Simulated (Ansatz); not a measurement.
Reaction (formal exchange of groups at a B–Cl bond): `ClB1NCO1` + `CC(C)N` → `NB1NCO1` + `CC(C)Cl`

Isolated molecules relaxed with PBE0-D4/def2-TZVP in Ansatz; ΔE leaves out vibrations. CBS: MP2 limit from def2 TZ/QZ plus the TZ coupled-cluster correction, frozen cores. Functionals use def2-TZVPP. B3LYP here is the variant with VWN-RPA as its local correlation; programs differ in this. HSE06 is defined as in plane-wave codes. One conformer a species, not always the lowest.

**Question.** Is it downhill or uphill in electronic energy at CCSD(T)/CBS, and by how much? (An estimate is asked.)

**Answer.** Ansatz gave: Downhill: ΔE = -22.7 kJ/mol.

**Question.** What do these levels give: B97M-V, PBE0-D4, CAM-B3LYP-D4, BLYP, PBE0, B3LYP, HSE06, CAM-B3LYP, HF/def2-SVP, MP2/def2-TZVPP, MP2/def2-QZVPP, SCS-MP2/def2-QZVPP? (An estimate is asked.)

**Answer.** Ansatz gave: B97M-V -18.8, PBE0-D4 -22.0, CAM-B3LYP-D4 -26.0, BLYP -25.7, PBE0 -22.2, B3LYP -26.4, HSE06 -22.2, CAM-B3LYP -26.1, HF/def2-SVP -16.0, MP2/def2-TZVPP -19.3, MP2/def2-QZVPP -21.5, SCS-MP2/def2-QZVPP -22.9 kJ/mol.

**Question.** What do rigid-rotor, harmonic-oscillator terms from PBE0-D4/def2-TZVP frequencies (298.15 K, 1 bar) make of the CCSD(T)/CBS value? (Estimate.)

**Answer.** Ansatz gave: ΔZPE = -1.4 kJ/mol, ΔH = -24.0 kJ/mol, ΔS = -1 J/(mol·K), ΔG = -23.7 kJ/mol.

Largest T1 diagnostic among the species: 0.013.

At CCSD(T), def2-SVP lies +18.5 kJ/mol from the extrapolated value and def2-TZVPP +3.7 kJ/mol. In def2-TZVPP, CCSD(T) changes the Hartree–Fock value by +10.0 kJ/mol (the triples alone add +1.2 kJ/mol) and MP2 by +9.8 kJ/mol.
